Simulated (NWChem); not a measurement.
**Extrapolating the CCSD correlation energy of BeO**

```xyz
2

Be     0.0000     0.0000     0.9063
O      0.0000     0.0000    -0.4531
```
Charge 0, spin multiplicity 1.

All runs are NWChem calculations. All single points use one geometry, from PBE/def2-SVP, a minimum by its harmonic frequencies.

The correlated methods keep 2 core orbitals frozen. The structure started from a generated list of species. No row is a measurement; the coupled-cluster row has its own basis-set and correlation limits.

Worked example. The CCSD correlation energy is -291.68 mHa in cc-pVTZ and -310.24 mHa in cc-pVQZ. The form E(X) = E∞ + A/X³ turns the pair into an estimate of the basis-set limit.

E∞ = (4³·(-310.24) − 3³·(-291.68))/(4³ − 3³) = -323.8 mHa. The larger basis holds 96 % of that. This is a two-point estimate.
